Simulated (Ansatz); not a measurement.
Born–Oppenheimer molecular dynamics of CH4OZn (7 atoms, charge 0, multiplicity 1). It starts from a relaxed structure.

Theory: RHF/def2-SVP in Ansatz.

- ensemble: NVT, Langevin thermostat
- time step: 0.25 fs
- steps asked: 250
- set temperature: 300 K
- friction: 0.05 /fs
- seed: 541571

Frames 0.25 fs apart, positions in Å, forces in eV/Å.

Velocities at 50.0 fs (Å/ps):

```
Zn 0.91 -1.07 3.94
C 4.12 0.30 6.30
H -5.86 -26.44 3.65
H 46.12 -11.56 40.58
H 9.73 -19.16 6.98
O 3.75 -3.44 -0.30
H -1.95 1.84 21.10
```

```xyz
7
Properties=species:S:1:pos:R:3:forces:R:3 time_fs=50.0 energy_less_start_eV=0.180 T=453
Zn 0.040 -0.228 0.127 0.05 -0.28 -1.26
C 0.074 -0.091 2.069 -0.94 -0.34 1.60
H -0.908 -0.311 2.606 1.16 0.40 -0.89
H 0.821 -0.700 2.596 -0.05 -0.20 -0.42
H 0.368 0.927 2.317 -0.20 0.37 0.10
O 0.087 -0.318 -1.705 -2.17 1.82 2.27
H 0.720 -0.841 -2.075 2.14 -1.78 -1.40
7
Properties=species:S:1:pos:R:3:forces:R:3 time_fs=50.2 energy_less_start_eV=0.203 T=421
Zn 0.041 -0.228 0.128 0.06 -0.28 -1.27
C 0.075 -0.091 2.071 -0.73 -0.74 1.78
H -0.909 -0.317 2.607 1.24 0.44 -0.91
H 0.832 -0.703 2.606 -0.34 0.01 -0.63
H 0.370 0.922 2.320 -0.19 0.53 0.14
O 0.088 -0.319 -1.705 -2.33 1.95 2.37
H 0.720 -0.841 -2.070 2.31 -1.92 -1.48
7
Properties=species:S:1:pos:R:3:forces:R:3 time_fs=50.5 energy_less_start_eV=0.224 T=375
Zn 0.041 -0.228 0.129 0.07 -0.28 -1.27
C 0.076 -0.090 2.072 -0.55 -1.11 1.91
H -0.910 -0.321 2.607 1.29 0.47 -0.91
H 0.843 -0.705 2.616 -0.60 0.17 -0.81
H 0.373 0.916 2.322 -0.18 0.71 0.17
O 0.089 -0.320 -1.705 -2.38 1.99 2.40
H 0.721 -0.844 -2.066 2.35 -1.96 -1.50
7
Properties=species:S:1:pos:R:3:forces:R:3 time_fs=50.8 energy_less_start_eV=0.242 T=338
Zn 0.041 -0.228 0.130 0.08 -0.28 -1.27
C 0.077 -0.091 2.074 -0.37 -1.42 2.01
H -0.910 -0.326 2.606 1.31 0.49 -0.90
H 0.852 -0.708 2.624 -0.82 0.31 -0.97
H 0.377 0.910 2.325 -0.17 0.86 0.21
O 0.090 -0.321 -1.705 -2.35 1.98 2.39
H 0.723 -0.847 -2.062 2.32 -1.94 -1.47
7
Properties=species:S:1:pos:R:3:forces:R:3 time_fs=51.0 energy_less_start_eV=0.254 T=316
Zn 0.041 -0.228 0.131 0.09 -0.28 -1.27
C 0.078 -0.091 2.076 -0.19 -1.66 2.08
H -0.909 -0.330 2.605 1.30 0.50 -0.87
H 0.861 -0.710 2.632 -1.01 0.42 -1.10
H 0.380 0.906 2.328 -0.17 0.99 0.23
O 0.091 -0.321 -1.704 -2.24 1.89 2.32
H 0.726 -0.851 -2.058 2.21 -1.85 -1.40
7
Properties=species:S:1:pos:R:3:forces:R:3 time_fs=51.2 energy_less_start_eV=0.257 T=312
Zn 0.042 -0.229 0.132 0.10 -0.28 -1.26
C 0.079 -0.091 2.077 -0.02 -1.84 2.11
H -0.907 -0.332 2.603 1.28 0.50 -0.83
H 0.869 -0.711 2.638 -1.16 0.50 -1.20
H 0.384 0.901 2.331 -0.17 1.09 0.25
O 0.091 -0.322 -1.704 -2.00 1.69 2.18
H 0.730 -0.856 -2.055 1.97 -1.66 -1.25
7
Properties=species:S:1:pos:R:3:forces:R:3 time_fs=51.5 energy_less_start_eV=0.252 T=291
Zn 0.042 -0.229 0.133 0.11 -0.28 -1.25
C 0.079 -0.092 2.079 0.16 -1.95 2.11
H -0.905 -0.334 2.601 1.22 0.49 -0.77
H 0.876 -0.712 2.643 -1.28 0.56 -1.28
H 0.387 0.898 2.333 -0.17 1.15 0.26
O 0.092 -0.322 -1.703 -1.66 1.41 1.97
H 0.735 -0.863 -2.053 1.63 -1.38 -1.05
7
Properties=species:S:1:pos:R:3:forces:R:3 time_fs=51.8 energy_less_start_eV=0.245 T=302
Zn 0.042 -0.229 0.133 0.12 -0.28 -1.23
C 0.080 -0.093 2.081 0.34 -2.00 2.09
H -0.902 -0.336 2.598 1.13 0.47 -0.70
H 0.882 -0.713 2.648 -1.38 0.59 -1.34
H 0.391 0.895 2.336 -0.19 1.18 0.26
O 0.092 -0.322 -1.702 -1.26 1.08 1.74
H 0.741 -0.870 -2.051 1.23 -1.04 -0.82
7
Properties=species:S:1:pos:R:3:forces:R:3 time_fs=52.0 energy_less_start_eV=0.238 T=302
Zn 0.042 -0.229 0.134 0.13 -0.28 -1.20
C 0.080 -0.094 2.083 0.53 -2.01 2.06
H -0.898 -0.337 2.595 1.04 0.45 -0.63
H 0.887 -0.713 2.653 -1.46 0.62 -1.39
H 0.393 0.893 2.340 -0.20 1.19 0.26
O 0.093 -0.322 -1.701 -0.84 0.73 1.49
H 0.746 -0.878 -2.049 0.81 -0.69 -0.59
7
Properties=species:S:1:pos:R:3:forces:R:3 time_fs=52.2 energy_less_start_eV=0.233 T=302
Zn 0.042 -0.229 0.135 0.14 -0.28 -1.17
C 0.081 -0.095 2.085 0.72 -2.02 2.01
H -0.894 -0.339 2.592 0.91 0.42 -0.54
H 0.892 -0.714 2.657 -1.52 0.65 -1.43
H 0.395 0.892 2.342 -0.22 1.20 0.25
O 0.093 -0.322 -1.700 -0.43 0.38 1.26
H 0.752 -0.886 -2.047 0.40 -0.35 -0.37
7
Properties=species:S:1:pos:R:3:forces:R:3 time_fs=52.5 energy_less_start_eV=0.231 T=313
Zn 0.042 -0.229 0.136 0.15 -0.28 -1.15
C 0.081 -0.096 2.087 0.92 -2.03 1.92
H -0.888 -0.340 2.589 0.74 0.38 -0.44
H 0.895 -0.713 2.660 -1.56 0.65 -1.46
H 0.396 0.890 2.345 -0.22 1.23 0.26
O 0.093 -0.322 -1.698 -0.04 0.05 1.03
H 0.757 -0.895 -2.046 0.01 -0.02 -0.16
7
Properties=species:S:1:pos:R:3:forces:R:3 time_fs=52.8 energy_less_start_eV=0.228 T=303
Zn 0.042 -0.229 0.137 0.15 -0.28 -1.12
C 0.082 -0.097 2.089 1.13 -1.97 1.80
H -0.882 -0.341 2.587 0.55 0.34 -0.33
H 0.898 -0.712 2.663 -1.56 0.64 -1.46
H 0.397 0.888 2.347 -0.23 1.23 0.25
O 0.093 -0.322 -1.697 0.34 -0.29 0.81
H 0.762 -0.904 -2.045 -0.38 0.32 0.04
```

Of the whole run (62 fs, mean temperature of the second half 348 K): The mean temperature of the second half is 16 % above the set value. A run of 0.062 ps of so small a system gives no equilibrium averages.

The run took 4.9 min on 1 thread of Arm Neoverse V1, on a shared host, peak memory 0.14 GiB.
